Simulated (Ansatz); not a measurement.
Compare A (`[NH2][Al]([SH])[CH2]F`) with its isomer B (`C[S][Al]([NH2])[F]`).

Isolated molecules relaxed with PBE0-D4/def2-TZVP in Ansatz; ΔE leaves out vibrations. CCSD(T)/CBS adds triple-zeta CCSD(T) − MP2 to the extrapolated MP2 energy (def2 sets, frozen cores). Functionals use def2-TZVPP. B3LYP here is the variant with VWN-RPA as its local correlation; programs differ in this. Each species was taken in one conformer, which may not be the lowest.

A:

```xyz
10

N    -1.582    0.625   -0.002
Al   -0.132   -0.371   -0.021
S    -0.213   -2.557   -0.124
C     1.634    0.515    0.057
F     1.443    1.905    0.108
H    -1.538    1.631    0.045
H    -2.537    0.312   -0.036
H    -1.556   -2.589   -0.150
H     2.219    0.229    0.938
H     2.262    0.299   -0.815
```

B:

Z-matrix (Å, degrees):
```
C
S 1 1.827
H 1 1.089 2 108.7
H 1 1.088 2 111.9 3 120.8
H 1 1.089 2 108.2 3 -118.7
Al 2 2.162 1 101.1 3 -116.5
F 6 1.653 2 118.3 1 -1.3
N 6 1.753 2 122.8 1 178.9
H 8 1.006 6 124.4 2 179.8
H 8 1.006 6 124.8 2 -0.1
```

Problem. Which is lower in electronic energy at CCSD(T)/CBS, and by how much? (An estimate is asked.)

Solution. Computed: B, by 240.0 kJ/mol.

Problem. Give E(B) − E(A) in kJ/mol with PBE0-D4, B3LYP-D4, MP2/def2-TZVPP, B3LYP, r2SCAN-D4, CCSD(T)/def2-TZVPP, B2PLYP. (Estimate.)

Solution. The calculation gave: PBE0-D4 -227.7, B3LYP-D4 -229.3, MP2/def2-TZVPP -248.1, B3LYP -227.6, r2SCAN-D4 -233.3, CCSD(T)/def2-TZVPP -235.1, B2PLYP -235.8. None reverses the order clearly.

Largest T1 diagnostic: 0.011.

From PBE to PBE0 (25 % exact exchange), in def2-TZVPP and without D4, E(B) − E(A) moves by −6.6 kJ/mol.
